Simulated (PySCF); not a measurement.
Al(Cl)(Br)(OH) (AlBrClHO), SMILES [OH][Al]([Cl])[Br]. The structure is a stationary point at PBE0-D3(BJ)/def2-SVP. Other conformers were not sampled.

Computed with PySCF with PBE0-D3(BJ)/def2-SVP.

Harmonic wavenumbers (cm⁻¹): 130, 186, 220, 342, 366, 532, 609, 920, 3986. Rotational constants (GHz): 4.251, 1.346, 1.022; symmetry number 1.

Work out the zero-point energy and the ideal-gas rigid-rotor harmonic-oscillator thermochemistry at 298.15 K and 1 atm.

ZPE = ½ Σ hcν = ½ × 7292 cm⁻¹ = 43.62 kJ/mol. H − E(el) = 61.18 kJ/mol. Entropy in J/(mol K): translation 171.99, rotation 118.82, vibration 44.43, total 335.24. G − E(el) = -38.77 kJ/mol. Cp = 80.91 J/(mol K). Modes under 150 cm⁻¹ make the vibrational entropy uncertain.
